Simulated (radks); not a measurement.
The numbers below are computed, except where a source is named.
Problem. The mean radii <r> (bohr) of the occupied orbitals of an atom or ion are listed with their occupations. Level of theory: Dirac Kohn-Sham, relativistic LDA (MacDonald-Vosko exchange, VWN5 correlation), spin-unpolarised, spherical densities, finite nucleus; Fermi nuclear charge, rms radius of each element as measured or else 0.836 A^(1/3) + 0.57 fm (a radial shooting solver on a logarithmic mesh with Libxc functionals).

orbital  occ.      <r>
1s1/2       2  0.04148
2s1/2       2   0.1732
2p1/2       2   0.1465

Name the element and its charge. Open shells, if any, fill j = l - 1/2 first.

Solution. Z = 36, krypton, charge +30: Kr30+ in [He] 2s2 2p2. The 1s radius gives Z: for a bare nucleus <r> = (2 gamma + 1)/(2Z) with gamma = sqrt(1 - (Z/c)^2), 0.04069 bohr for Z = 36, and screening makes it slightly larger (0.04148 here). The occupations add up to 6, and the charge is Z minus that.
